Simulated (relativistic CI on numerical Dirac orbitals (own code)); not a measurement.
d4 in a ligand field

Computed with a parametric ligand-field model of a d^n configuration (Racah B and C, spin-orbit zeta, crystal field), exact diagonalisation.

Field parameters in Wybourne normalisation: Oh B⁴₀ = 21Dq, B⁴₄ = √(5/14) B⁴₀. The field is a parameter set, without covalency.

(1) Ground term and bands for B = 610, C = 2210, ζ = 0 cm⁻¹, Oh, 10Dq = 5490 cm⁻¹?

(2) Ground term and bands for B = 610, C = 2210, ζ = 0 cm⁻¹, Oh, 10Dq = 21350 cm⁻¹?

(3) Ground term and bands for B = 610, C = 2210, ζ = 0 cm⁻¹, Oh, 10Dq = 15250 cm⁻¹?

(4) Ground term and bands for B = 610, C = 2210, ζ = 0 cm⁻¹, Oh, 10Dq = 12810 cm⁻¹?

(5) Ground term and bands for B = 610, C = 2210, ζ = 0 cm⁻¹, Oh, 10Dq = 1830 cm⁻¹?

## Answers

(1) Ground term 5E with 1.00 electrons in the two orbitals of the cubic e set. Spin-allowed: 5T2 5490 cm⁻¹ (1821 nm). Lowest spin-forbidden: 3T1 7647 cm⁻¹ (1308 nm), 3E 11752 cm⁻¹ (851 nm), 3T1 12373 cm⁻¹ (808 nm).

(2) Ground term 3T1 with 0.02 electrons in the two orbitals of the cubic e set. Spin-allowed: 3E 19309 cm⁻¹ (518 nm), 3T1 19832 cm⁻¹ (504 nm), 3T2 20492 cm⁻¹ (488 nm), 3A1 21702 cm⁻¹ (461 nm). Lowest spin-forbidden: 1T2 6721 cm⁻¹ (1488 nm), 5E 7372 cm⁻¹ (1356 nm), 1E 7627 cm⁻¹ (1311 nm).

(3) Ground term 3T1 with 0.04 electrons in the two orbitals of the cubic e set. Spin-allowed: 3E 13362 cm⁻¹ (748 nm), 3T1 13898 cm⁻¹ (720 nm), 3T2 14522 cm⁻¹ (689 nm), 3A1 15788 cm⁻¹ (633 nm). Lowest spin-forbidden: 5E 1458 cm⁻¹, 1T2 6491 cm⁻¹ (1541 nm), 1E 7427 cm⁻¹ (1346 nm).

(4) Ground term 5E with 1.00 electrons in the two orbitals of the cubic e set. Spin-allowed: 5T2 12810 cm⁻¹ (781 nm). Lowest spin-forbidden: 3T1 878 cm⁻¹, 1T2 7255 cm⁻¹ (1378 nm), 1E 8177 cm⁻¹ (1223 nm).

(5) Ground term 5E with 1.00 electrons in the two orbitals of the cubic e set. Spin-allowed: 5T2 1830 cm⁻¹. Lowest spin-forbidden: 3T1 10586 cm⁻¹ (945 nm), 3E 11539 cm⁻¹ (867 nm), 3T1 12265 cm⁻¹ (815 nm).
